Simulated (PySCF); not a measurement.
C₆H₁₁O (cation, charge +1), SMILES C1CCCC(=[OH+])C1, GFN2-xTB optimised geometry.

```
18

O     -2.11    -1.41     1.11
C     -1.50    -0.30     1.22
C     -1.07     0.37     0.00
C      0.49     0.37     0.00
C      1.02     0.99     1.28
C      0.50     0.23     2.50
C     -1.06     0.24     2.51
H     -2.34    -1.89     1.93
H     -1.45    -0.14    -0.88
H     -1.40     1.41     0.00
H      0.84    -0.65    -0.11
H      0.82     0.94    -0.87
H      2.11     0.94     1.28
H      0.73     2.04     1.34
H      0.84     0.69     3.42
H      0.85    -0.80     2.48
H     -1.37     1.28     2.61
H     -1.44    -0.33     3.36
```

Density from PBE0/def2-SVP run with PySCF at that geometry.

Minimum of the electron density along straight lines between bonded atoms, close to the bond critical point (lines longer than 1.1 times the sum of covalent radii, or with two minima, are not listed):

```
bond    length / Å  ρ at the minimum / e bohr⁻³  ∇²ρ there / e bohr⁻⁵  position (fraction from the first atom)
------  ----------  ---------------------------  --------------------  ---------------------------------------
O1–C2        1.272                        0.345                   [?]                                     0.67
C2–C3        1.463                        0.278                 -0.72                                     0.55
C3–C4        1.559                        0.220                 -0.46                                     0.52
C4–C5        1.519                        0.248                 -0.57                                     0.51
C5–C6        1.519                        0.248                 -0.57                                     0.49
C2–C7        1.461                        0.279                 -0.71                                     0.55
C6–C7        1.561                        0.219                 -0.45                                     0.48
O1–H8        0.978                        0.336                   [?]                                     0.83
C3–H9        1.090                        0.281                 -1.08                                     0.65
C3–H10       1.091                        0.275                 -1.03                                     0.64
C4–H11       1.091                        0.280                 -1.05                                     0.63
C4–H12       1.089                        0.281                 -1.07                                     0.64
C5–H13       1.091                        0.277                 -1.04                                     0.64
C5–H14       1.091                        0.278                 -1.02                                     0.63
C6–H15       1.089                        0.281                 -1.07                                     0.64
C6–H16       1.091                        0.280                 -1.04                                     0.63
C7–H17       1.092                        0.276                 -1.04                                     0.64
C7–H18       1.092                        0.277                 -1.04                                     0.64
```

**Question.** Some entries are withheld; supply them.

**Answer.** 
- O1–C2, ∇²ρ there / e bohr⁻⁵: 0.16
- O1–H8, ∇²ρ there / e bohr⁻⁵: -2.45
